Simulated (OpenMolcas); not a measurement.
Pt2+ (d8) on a cation site of an ionic host was computed by CASSCF with the d shell active (OpenMolcas, ANO-RCC-VTZP on the metal). Its lowest spin-free states, and all those of the highest spin:

```csv
2S+1,Degeneracy,E (cm-1)
3,3,0.0
3,3,8541
1,3,11988
1,2,12423
3,1,18210
3,3,19633
1,3,22368
1,1,23218
1,3,24852
1,2,31793
1,1,51087
```

**Question.** Is the site octahedral, tetrahedral or cube-like, axial, or of lower symmetry?

**Answer.** The states with 2S+1 = 3 have orbital degeneracies 3, 3, 1, 3. Threefold states need a cubic site. For d8 at this spin an octahedron puts the single A2 below the threefold T2 and a tetrahedron or cube puts the threefold T1 below the threefold T2, so the site is a tetrahedron or a cube, which this pattern cannot tell apart. The run had Pt2+ with its 8 nearest fluoride ions at 2.284 Å, on the Ca site of CaF2 (a = 5.46294 Å, distance in the model lattice 2.366 Å). The rest of the host is ab initio model potentials to 7.6 Å and point charges beyond; the distance is set by hand and nothing relaxes. Ligand basis ANO-RCC-VDZP.

Without dynamic correlation the repulsion within the d shell is too large (B by tens of per cent), so at a given field states of lower spin stand too high. Real 4d8 and 5d8 ions are as a rule square planar and diamagnetic. With metal d orbitals alone the field can be off either way by tens of per cent. Ligand-to-metal charge-transfer states are missing. With no ligand orbital active B as a rule stays too high, so bands that hang on it stand too high and its fall with covalency is understated. No measured value stands beside these numbers; the geometry was set by hand and not optimised.
